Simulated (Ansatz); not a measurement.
Consider the ligand exchange at the Si–S bond: `[SiH3]S[SiH]1CO1` + `O=C(O)[SeH]` → `O=C([SeH])O[SiH3]` + `S[SiH]1CO1`.

Computed with Ansatz on PBE0-D4/def2-TZVP structures; ΔE is electronic, products minus reactants. CCSD(T)/CBS is the MP2 limit (def2-TZVPP, def2-QZVPP) plus CCSD(T) − MP2 in def2-TZVPP, frozen cores. Functionals use def2-TZVPP. For Se outer-core shells are correlated without core-valence functions, which leaves a few kJ/mol of doubt a bond. Scalar relativity is left out up to krypton. One conformer a species, not always the lowest.

| level | ΔE (kcal/mol) |
| --- | --- |
| PBE0-D4 | -1.6 |
| SCS-MP2/def2-TZVPP | -5.6 |

Question: What does CCSD(T)/CBS give? (Best estimate.)

Answer: Ansatz gave: -4.5 kcal/mol. The listed levels differ from it by 2.9, -1.1 kcal/mol.

Largest T1 diagnostic among the species: 0.014.

In def2-TZVPP, CCSD(T) changes the Hartree–Fock value by +2.6 kcal/mol (the triples alone add +0.6 kcal/mol) and MP2 by +3.4 kcal/mol.
